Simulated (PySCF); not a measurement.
## From computed data to an observable: chemical shift, span and skew from a shielding tensor

C6H5, SMILES [c]1ccccc1 (connectivity only; charge and spin as stated), charge +1, multiplicity 1. Atoms are numbered in the order given.

```xyz
11

C      0.0000     0.0000     1.1976
C      0.0000     1.2745     0.8205
C      0.0000     1.2165    -0.6146
C      0.0000     0.0000    -1.3008
C      0.0000    -1.2165    -0.6146
C      0.0000    -1.2745     0.8205
H      0.0000     2.2006     1.3989
H      0.0000     2.1837    -1.1288
H      0.0000     0.0000    -2.3924
H      0.0000    -2.1837    -1.1288
H      0.0000    -2.2006     1.3989
```
Charge +1, spin multiplicity 1.

Geometry optimised at B3LYP-D3(BJ)/def2-SVP. The multiplicity is an assumed one; no other spin state was optimised. The isomer is the one that the SMILES or the coordinates give; other isomers of the formula were not compared.

GIAO shieldings from HF/pcSseg-1 in PySCF, non-relativistic, no solvent. The symmetric part of the tensor of C2 has the principal values 49.5, 84.9, 142.3 ppm. The same nucleus in TMS has σ = 192.6 ppm at this level (PySCF, at its B3LYP-D3(BJ)/def2-TZVP geometry).

Problem. Work out the isotropic shielding, the ¹³C shift against TMS, the span and the skew.

Solution. 
σ(iso) = (σ11 + σ22 + σ33)/3 = 92.2 ppm. δ = σ(ref) − σ(iso) = 192.6 − (92.2) = 100.4 ppm.
Span Ω = σ33 − σ11 = 92.8 ppm. Skew κ = 3(σ(iso) − σ22)/Ω = 0.24. Tumbling in solution averages the tensor to δ; in a static solid the shielding alone would spread this spin-1/2 line over Ω.
